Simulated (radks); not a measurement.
Task: The mean radii <r> (bohr) of the occupied orbitals of an atom or ion are listed with their occupations. All-electron calculation, Dirac Kohn-Sham, PBEsol, spin-unpolarised, spherical densities, finite nucleus; Fermi nuclear charge, rms radius of each element as measured or else 0.836 A^(1/3) + 0.57 fm. Program: a radial shooting solver on a logarithmic mesh with Libxc functionals.

orbital  occ.     <r>
1s1/2       2  0.1767
2s1/2       2   1.006
2p1/2       2   1.103
2p3/2       3   1.106

Name the element and its charge. Open shells, if any, fill j = l - 1/2 first.

Result: Z = 9, fluorine, charge 0: F in [He] 2s2 2p5. The 1s radius gives Z: for a bare nucleus <r> = (2 gamma + 1)/(2Z) with gamma = sqrt(1 - (Z/c)^2), 0.1664 bohr for Z = 9, and screening makes it slightly larger (0.1767 here). The occupations add up to 9, and the charge is Z minus that.
